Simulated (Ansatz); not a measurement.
Program: Ansatz. Geometries: PBE0-D4/def2-TZVP. ΔE: electronic, gas phase. CCSD(T)/CBS adds triple-zeta CCSD(T) − MP2 to the extrapolated MP2 energy (def2 sets, frozen cores). Functionals use def2-TZVPP. B3LYP here is the variant with VWN-RPA as its local correlation; programs differ in this. Each species was taken in one conformer, which may not be the lowest.

Consider the ligand exchange at a B–S bond: `BSCN` + `CC(N)O` → `BNC(C)O` + `NCS`.

```tsv
level	ΔE (kJ/mol)	difference from CCSD(T)/CBS
PBE-D4	-41.6	4.6
r2SCAN-D4	-41.9	4.3
PBE0-D4	-43.6	2.6
B3LYP-D4	-48.4	-2.2
ωB97X-V	-46.3	-0.1
ωB97M-V	-48.0	-1.8
B2PLYP	-47.8	-1.6
PBE	-42.0	4.2
r2SCAN	-41.8	4.4
PBE0	-43.9	2.3
B3LYP	-49.3	-3.1
HF/def2-TZVPP	-51.8	-5.6
MP2/def2-TZVPP	-45.3	0.9
SCS-MP2/def2-TZVPP	-48.0	-1.8
CCSD/def2-TZVPP	-49.0	-2.8
CCSD(T)/def2-TZVPP	-47.2	-1.0
HF/def2-QZVPP	-52.8	-6.6
MP2/def2-QZVPP	-45.1	1.1
SCS-MP2/def2-QZVPP	-47.8	-1.6
HF/CBS(def2)	-52.9	-6.7
MP2/CBS(def2)	-44.3	1.9
CCSD/CBS(def2)	-48.0	-1.8
CCSD(T)/CBS	-46.2	0
```

Largest T1 diagnostic among the species: 0.013.

In def2-TZVPP, CCSD(T) changes the Hartree–Fock value by +4.6 kJ/mol (the triples alone add +1.8 kJ/mol) and MP2 by +6.5 kJ/mol.
